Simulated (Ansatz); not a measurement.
stibine (H3Sb), singlet, at a GFN2-xTB geometry (all electrons, no relativity). Base run: PBE0/3-21G run with Ansatz (an electronic-structure program).

The Ansatz input:
Ansatz 0.2 input:
```yaml
crystal:
  periodic: [false, false, false]
  atoms:
    - {symbol: Sb, position_ang: [-0.00127204, -0.00020328, 0.05505928]}
    - {symbol: H, position_ang: [-0.86470800, -1.02953603, -0.96029863]}
    - {symbol: H, position_ang: [-0.42963901, 1.28781420, -0.94169143]}
    - {symbol: H, position_ang: [1.35922110, -0.24791083, -0.90603314]}
basis:
  gaussian:
    orbitals: 3-21G.json
hamiltonian:
  xc: pbe0
```
The basis file holds 3-21G in the JSON format of the Basis Set Exchange.

The base run was repeated with changes; each row names its change, and settings that it needs were set with it.

```tsv
change	basis functions	E (Eh)
base	39	-6290.08010
basis = STO-3G	30	-6254.92351
basis = def2-SV(P)	32	-242.01333
basis = def2-SVP	41	-242.01817
basis = def2-SVPD	56	-242.01893
basis = def2-TZVP	68	-242.02901
basis = def2-TZVPD	83	-242.02913
basis = def2-TZVPP	92	-242.02955
basis = def2-QZVPP	172	-242.03165
basis = def2-QZVP	172	-242.03165
```

Totals compare only among sets that treat the same electrons; sets with core potentials leave the core out.
